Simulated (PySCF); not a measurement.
C2H5ClFNSi, SMILES C(=C\[Si@H](N)Cl)/F. Coordinates come from a PBE-D3(BJ)/def2-SVP optimisation. The structure was generated by enumeration; whether it is a known compound was not checked. Other conformers were not sampled.

Calculation: PySCF 2.14.0 with PBE-D3(BJ)/def2-SVP.

Harmonic wavenumbers (cm⁻¹): 80, 117, 164, 212, 255, 315, 346, 428, 448, 501, 697, 751, 811, 831, 860, 894, 944, 1119, 1161, 1296, 1491, 1656, 2197, 3099, 3110, 3482, 3580. Rotational constants (GHz): 3.091, 1.302, 0.9774; symmetry number 1.

**Question.** Work out the zero-point energy and the ideal-gas rigid-rotor harmonic-oscillator thermochemistry at 298.15 K and 1 atm.

**Answer.** ZPE = ½ Σ hcν = ½ × 30845 cm⁻¹ = 44.10 kcal/mol. H − E(el) = 49.75 kcal/mol. Entropy in cal/(mol K): translation 40.40, rotation 28.79, vibration 19.61, total 88.80. G − E(el) = 23.27 kcal/mol. Cp = 29.64 cal/(mol K). Modes under 150 cm⁻¹ make the vibrational entropy uncertain.
